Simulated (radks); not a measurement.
Species: C+. Configuration: [He] 2s2 2p1. All-electron calculation, non-relativistic Kohn-Sham, PBEsol, spin-polarised, spherical densities, point nucleus; open shells are filled with parallel spins first. Program: a radial shooting solver on a logarithmic mesh with Libxc functionals.

X-ray form factor f0, the Fourier transform of the density (f0(0) = 5):

sin(theta)/lambda (1/angstrom)  f0 (electrons)
0.05                                     4.855
0.1                                      4.463
0.15                                     3.933
0.2                                      3.378
0.25                                     2.880
0.3                                      2.476
0.4                                      1.951
0.5                                      1.682
0.6                                      1.531
0.8                                      1.319
1                                        1.113
1.25                                     0.866
1.5                                      0.658
2                                        0.373
